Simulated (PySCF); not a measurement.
Match the calculated data to a structure.

All candidates are C5H11BO3.

| technique | computed result |
| --- | --- |
| 1H NMR | chemical shifts (computed TMS as zero) by class: 3.58 (1 H), 3.56 (2 H), 3.20 (3 H), 2.30 (2 H), 1.91 (2 H), 1.23 (1 H) ppm [GIAO KT2/pcSseg-1] |
| Polarisability | 83.1 au [CAM-B3LYP/def2-SVPD] |
| Dipole | 0.76 D [CAM-B3LYP/def2-SVPD] |
| 13C NMR | chemical shifts (computed TMS as zero) by class: 77.7 (1 C), 55.8 (1 C), 36.0 (2 C), 11.7 (1 C) ppm [GIAO KT2/pcSseg-1] |
| Rotational structure | rotational constants A, B, C: 3.553, 0.852, 0.777 GHz [PBE0-D3(BJ)/def2-SVP] |
| Triplet | lowest triplet excitation (Tamm–Dancoff): 6.97 eV [TDA CAM-B3LYP/def2-SVPD] |
| Valence photoelectron | vertical ionisation energy: 9.44 eV [ΔSCF CAM-B3LYP/def2-SVPD] |
| XPS | B1s 197.0, C1s 290.0, C1s 290.4 (×2), C1s 291.7, C1s 292.0, O1s 538.1, O1s 539.0 (×2) eV [ΔSCF SCAN, pcX-2 on the ionised atom, pcseg-1 elsewhere, spin-free X2C] |
| UV, strongest line | among the 10 lowest singlet transitions: S10 at 8.44 eV (147 nm, f = 0.029) [TDDFT CAM-B3LYP/def2-SVPD] |
| NMR, other nuclei | isotropic shieldings of nuclei other than C and H, by class: 71 (1 B), 206 (2 O), 264 (1 O) ppm [GIAO KT2/pcSseg-1] |

Electronic properties: PySCF, gas phase, density fitting. Levels stand in brackets. One conformer (not necessarily the lowest) at the PBE0-D3(BJ)/def2-SVP geometry, without solvent, vibrations or thermal averaging. NMR classes are plain means over equivalent atoms (diastereotopic ones count apart unless rotation or inversion swaps them), as if these changed places fast.

Question: Which candidate is it?
A. `CO[C@H]1C[C@@H](B(O)O)C1`
B. `C=COB(O)OC(C)C`
C. `CC(C)[C@H]1COB(O)O1`
D. `CO[C@H]1C[C@H](B(O)O)C1`
E. `CC[C@H]1CCOB(O)O1`

Answer: D. It is `CO[C@H]1C[C@H](B(O)O)C1`. Numbering: `[CH3:1][O:2][C@H:3]1[CH2:4][C@H:5]([B:6]([OH:7])[OH:8])[CH2:9]1`. 5 carbons fall into 4 classes; from least to most shielded: ring sp3 carbon bound to oxygen [C3] (77.7 ppm), methoxy carbon [C1] (55.8 ppm), four-membered-ring carbon [C4/C9] (36.0 ppm, 2 C), ring sp3 carbon bound to boron [C5] (11.7 ppm). Hydrogen classes from least to most shielded: 1 H on an sp3 carbon bound to oxygen, C3 (3.58 ppm), 2 H on 2 boron-bound oxygens, O7/O8 (3.56 ppm), 3 H on a methoxy carbon, C1 (3.20 ppm, a mean of values up to 0.6 ppm apart in this geometry), 2 H on 2 four-membered-ring carbons, C4/C9 (2.30 ppm, a mean of values up to 0.6 ppm apart in this geometry), 2 H on 2 four-membered-ring carbons, C4/C9 (1.91 ppm, a mean of values up to 0.5 ppm apart in this geometry), 1 H on an sp3 carbon bound to boron, C5 (1.23 ppm). The other shieldings belong to: 71 ppm, three-coordinate boron [B6]; 206 ppm, boron-bound oxygen [O7/O8]; 264 ppm, ether oxygen [O2]. The core levels belong to: B1s 197.0 eV, three-coordinate boron [B6]; C1s 290.0 eV, sp3 carbon bound to boron [C5]; C1s 290.4 eV, four-membered-ring carbon [C4/C9]; C1s 291.7 eV, sp3 carbon bound to oxygen [C3]; C1s 292.0 eV, methoxy carbon [C1]; O1s 538.1 eV, ether oxygen [O2]; O1s 539.0 eV, boron-bound oxygen [O7/O8]. One atom of each topological class was ionised and stands for its class. The first electron is taken from the HOMO, whose largest Löwdin shares are 0.50 on the ether oxygen, 0.12 on a four-membered-ring carbon, 0.11 on the sp3 carbon bound to oxygen and 0.08 on the methoxy carbon. The optimised geometry has point group C1 and is an asymmetric top.

The others, at the same levels:
- `CO[C@H]1C[C@@H](B(O)O)C1` fails: its computed strongest line among the 10 lowest singlet transitions is S4 at 7.86 eV (158 nm, f = 0.030) (against S10 at 8.44 eV), rotational constant A is 3.930 GHz (against 3.553 GHz) and smallest rotational constant is 0.699 GHz (against 0.777 GHz).
- `CC(C)[C@H]1COB(O)O1` fails: it has 5 carbon classes against 4; its computed 13C shifts are 85.9 (1 C), 74.3 (1 C), 40.3 (1 C), 21.7 (1 C), 18.0 (1 C) ppm, core binding energies are B1s 197.8, C1s 290.4, C1s 290.8, C1s 290.8, C1s 292.2, C1s 292.3, O1s 538.3, O1s 538.6, O1s 539.2 eV and 1H shifts are 4.22 (1 H), 3.75 (1 H), 3.75 (1 H), 2.78 (1 H), 1.26 (1 H), 1.14 (3 H), 0.66 (3 H) ppm.
- `C=COB(O)OC(C)C` fails: its computed 13C shifts are 144.2 (1 C), 93.7 (1 C), 69.4 (1 C), 25.5 (2 C) ppm, core binding energies are B1s 197.9, C1s 289.7, C1s 290.6 (×2), C1s 292.0, C1s 292.2, O1s 538.3, O1s 538.8, O1s 539.0 eV and 1H shifts are 6.12 (1 H), 5.49 (1 H), 4.55 (1 H), 4.23 (1 H), 2.72 (1 H), 1.25 (6 H) ppm.
- `CC[C@H]1CCOB(O)O1` fails: it has 5 carbon classes against 4; its computed 13C shifts are 76.3 (1 C), 66.1 (1 C), 37.6 (1 C), 35.4 (1 C), 12.0 (1 C) ppm, core binding energies are B1s 197.7, C1s 290.4, C1s 290.6, C1s 290.9, C1s 292.2, C1s 292.4, O1s 538.1, O1s 538.4, O1s 538.7 eV and 1H shifts are 4.15 (1 H), 4.04 (1 H), 3.79 (1 H), 2.44 (1 H), 1.44 (1 H), 1.43 (1 H), 1.34 (1 H), 1.27 (1 H), 1.17 (3 H) ppm.

Each candidate is one conformer, not necessarily the lowest. The conformers computed, where there is a choice (atom-mapped SMILES and torsion angles):
- `[CH3:1][O:2][C@H:3]1[CH2:4][C@H:5]([B:6]([OH:7])[OH:8])[CH2:9]1`: C1–O2–C3–C4 -179°, C4–C5–B6–O7 -115°, H–O7–B6–C5 180°, H–O8–B6–C5 -1°
- `[CH3:1][O:2][C@H:3]1[CH2:4][C@@H:5]([B:6]([OH:7])[OH:8])[CH2:9]1`: C1–O2–C3–C4 73°, C4–C5–B6–O7 -37°, H–O7–B6–C5 180°, H–O8–B6–C5 -1°
- `[CH3:1][CH:2]([CH3:3])[C@H:4]1[CH2:5][O:6][B:7]([OH:8])[O:9]1`: C1–C2–C4–C5 61°, H–O8–B7–O6 2°

The conformers of `C=COB(O)OC(C)C` and `CC[C@H]1CCOB(O)O1` aren't listed.
